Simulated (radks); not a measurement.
Radial electron density D(r) = 4 pi r^2 rho(r) of an atom or ion with 13 electrons. All-electron calculation, Dirac Kohn-Sham, PBE, spin-unpolarised, spherical densities, finite nucleus; Fermi nuclear charge, rms radius of each element as measured or else 0.836 A^(1/3) + 0.57 fm. Program: a radial shooting solver on a logarithmic mesh with Libxc functionals.

r (bohr)  D(r) (e/bohr)
0.01225           1.965
0.01393           2.428
0.01583           2.981
0.01799           3.637
0.02044           4.403
0.02324           5.284
0.02641           6.280
0.03002           7.382
0.03411           8.568
0.03877           9.805
0.04407           11.04
0.05008           12.21
0.05692           13.24
0.0647            14.03
0.07353           14.50
0.08357           14.58
0.09498           14.24
0.108             13.49
0.1227            12.43
0.1395            11.20
0.1585            10.00
0.1801            9.068
0.2047            8.579
0.2308            8.625
0.2624            9.205
0.2982            10.19
0.3389            11.31
0.3852            12.25
0.4378            12.70
0.4976            12.46
0.5655            11.48
0.6427            9.879
0.7305            7.910
0.8302            5.882
0.9436            4.082
1.072             2.703
1.219             1.807
1.385             1.342
1.575             1.184
1.79              1.187
2.034             1.218
2.312             1.193
2.627             1.080
2.986            0.8961
3.394            0.6788
3.857            0.4703
4.384            0.2993
4.983            0.1761
5.663           0.09609
6.436           0.04860
7.315           0.02257
8.314          0.009472
9.449          0.003516
10.74          0.001129
12.21         0.0003067

What is the nuclear charge?

Answer. Z = 13. The innermost maximum, from 1s, lies near gamma/Z bohr with gamma = sqrt(1 - (Z/c)^2) = 0.995, here 0.0766 bohr (found: 0.0803), and its height grows with Z. The density is that of neutral aluminium in [Ne] 3s2 3p1; the configuration itself is not fixed sharply by these data, and Z only to about a unit. D(r) has 3 maxima, at r = 0.0803, 0.448, 2.08 bohr, and minima at 0.215, 1.67 bohr, inside which lie 2.20, 10.38 electrons.
